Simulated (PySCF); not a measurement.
# Phosphorus: a sound run and one with changed settings

Sound run: P⁺ [Ne] 3s2 3p2, P²⁺ [Ne] 3s2 3p1. Computed with PySCF 2.14 in x2c-SVPall, with the spin-free X2C one-electron Hamiltonian (Gaussian nucleus). In the sound run the correlated levels freeze [Ne]. The sound run starts from symmetry-adapted Hartree-Fock orbitals and uses a fine grid where one is needed.

Changed run: initial guess sap, at most 50 SCF cycles, level shift 0.1 hartree.

```
species   method  sound run (hartree)  changed run (hartree)  converged
     P⁺      UHF           -341.03801             -341.03801        yes
     P⁺     PBE0           -341.44718             -341.44718        yes
     P⁺     TPSS           -341.59617             -341.59617        yes
     P⁺      MP2           -341.08769             -341.08311        yes
     P⁺  CCSD(T)           -341.10868             -341.10868        yes
    P²⁺      UHF           -340.33331             -340.33331        yes
    P²⁺     PBE0           -340.71862             -340.71862        yes
    P²⁺     TPSS           -340.86736             -340.86736        yes
    P²⁺      MP2           -340.37261             -340.36884        yes
    P²⁺  CCSD(T)           -340.39270             -340.39270        yes
```

Ionisation energy of P⁺:

| method | sound run (eV) | changed run (eV) |
| --- | --- | --- |
| UHF | 19.176 | 19.176 |
| PBE0 | 19.825 | 19.825 |
| TPSS | 19.832 | 19.832 |
| MP2 | 19.458 | 19.436 |
| SCS-MP2 | 19.381 | 19.365 |
| CCSD | 19.475 | 19.475 |
| CCSD(T) | 19.483 | 19.483 |

A level shift leaves the converged SCF energy unchanged but raises the virtual orbital energies, which shrinks MP2 if it is not removed.

For comparison, NIST gives 19.769 eV between the lowest levels.
